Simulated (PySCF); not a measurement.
# Ionisation energy of Er by level of theory

Er [Xe] 4f12 6s2 [4f5/2^6 4f7/2^6, M_J = 6] → Er+ [Xe] 4f12 6s1 [4f5/2^6 4f7/2^6 6s1/2^1, M_J = 13/2], as a difference of total energies. All numbers are calculated (PySCF 2.14, the two-component X2C-1e Hamiltonian, in x2c-SVPall-2c with one added diffuse shell each of s, p, d, f type (8s11p10d4f1g, 128 functions)). Correlated levels: [Ar] 3d10 frozen; the 16 highest virtual spinors dropped. "Screened" scales the spin-orbit matrix elements by Boettger's factors to mimic the two-electron term; Breit and QED terms are absent.

```json
{"method": "GHF (spin-free)", "ionisation energy (eV)": "4.989"}
{"method": "GMP2 (spin-free)", "ionisation energy (eV)": "5.942"}
{"method": "GHF (screened spin-orbit)", "ionisation energy (eV)": "4.992"}
{"method": "GMP2 (screened spin-orbit)", "ionisation energy (eV)": "5.947"}
```

Task: How much does correlation contribute at GMP2 (screened spin-orbit)?

Result: 5.947 − (4.992) = 0.955 eV, measured against GHF (screened spin-orbit).

The spin-free rows relax to the high-spin LS determinant and lack the spin-orbit shift.

Errors of the correlated levels include the incompleteness of this basis and the frozen core.

The labels give the starting determinants; with spin-orbit coupling the two ends relaxed to ⟨J²⟩ = 42.02, ⟨L²⟩ = 30.19, ⟨S²⟩ = 2.08 and ⟨J²⟩ = 48.77, ⟨L²⟩ = 30.18, ⟨S²⟩ = 3.83.

MP2 underrates the near-degeneracy of ns² with np² in the lower species.

For comparison: 6.108 eV (measured; NIST Atomic Spectra Database, ionization energies).
